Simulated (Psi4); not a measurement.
Pair of molecules, SMILES F with SMILES FC(F)F (the first has 2 atoms); geometry from B3LYP-D3(BJ)/def2-TZVP, rigid monomers moved along the line of their centres of mass till H2···F3 is 2.33 Å.
(charge 0, multiplicity 1):
```xyz
7

F      0.250     0.233    -0.144
H     -0.025     0.914     0.423
F     -0.189     1.112     2.743
C      0.195    -0.063     3.308
F     -0.844    -0.546     3.991
F      1.189     0.200     4.159
H      0.514    -0.756     2.531
```

The numbers are results of Psi4 with SAPT0/jun-cc-pV(D+d)Z, not measurements.

Problem. Give the four SAPT terms and the total, and say what mostly holds the pair together.

Solution. electrostatics -124.9, exchange 51.4, induction -17.8, dispersion -20.4, total -111.7 meV; the largest attraction is electrostatics.
